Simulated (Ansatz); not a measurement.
`OC[S][GeH3]` and `OCS` differ in one atom or group.

Ansatz, PBE0-D4/def2-TZVP geometries, multiplicity 1. Each molecule was computed in one conformer, which needn't be the lowest.

Scalar relativity is left out up to krypton.

```csv
property,`OC[S][GeH3]`
LUMO energy (ωB97M-V/def2-TZVPP) / eV,1.70
HOMO energy (PBE/def2-TZVPP) / eV,-5.90
LUMO energy (PBE/def2-TZVPP) / eV,-0.99
size of the dipole moment (ωB97M-V/def2-TZVPP) / D,1.98
HOMO–LUMO gap (PBE/def2-TZVPP) / eV,4.91
HOMO energy (ωB97M-V/def2-TZVPP) / eV,-9.33
```

Give the same properties after the change, and the shifts. (An estimate is asked.)

The calculation gave: 
```tsv
property	`OCS`	shift
LUMO energy (ωB97M-V/def2-TZVPP) / eV	2.12	0.42
HOMO energy (PBE/def2-TZVPP) / eV	-5.84	0.06
LUMO energy (PBE/def2-TZVPP) / eV	-0.45	0.54
size of the dipole moment (ωB97M-V/def2-TZVPP) / D	2.42	0.44
HOMO–LUMO gap (PBE/def2-TZVPP) / eV	5.39	0.48
HOMO energy (ωB97M-V/def2-TZVPP) / eV	-9.35	-0.02
```

Dipoles are sizes alone; their direction can turn.
